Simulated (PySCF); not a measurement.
H9NSi4, SMILES N1[SiH2][SiH2][SiH2][SiH2]1.

The structure is a stationary point at B3LYP-D3(BJ)/def2-SVP. A frequency run showed that this geometry is not a minimum. The structure was generated by enumeration, and PubChem lists no compound with its InChIKey, so it may never have been made.

These are PySCF with ωB97X/def2-TZVP values and carry that method's errors.

Gas-phase values at a fixed geometry.

Computed frontier levels, gap, dipole moment and polarisability:
```json
{
 "highest_occupied_level": "-9.77 eV",
 "lowest_empty_level": "1.29 eV",
 "orbital_gap": "11.06 eV",
 "dipole_moment": "0.72 D",
 "quadrupole, principal values (traceless, Buckingham form, about the centre of nuclear charge)": "-2.69, -2.41, 5.10 D·Å",
 "mean_static_polarisability": "117.0 bohr³ (17.34 Å³)",
 "polarisability_principal_values": "95.6, 124.6, 130.9 bohr³"
}
```
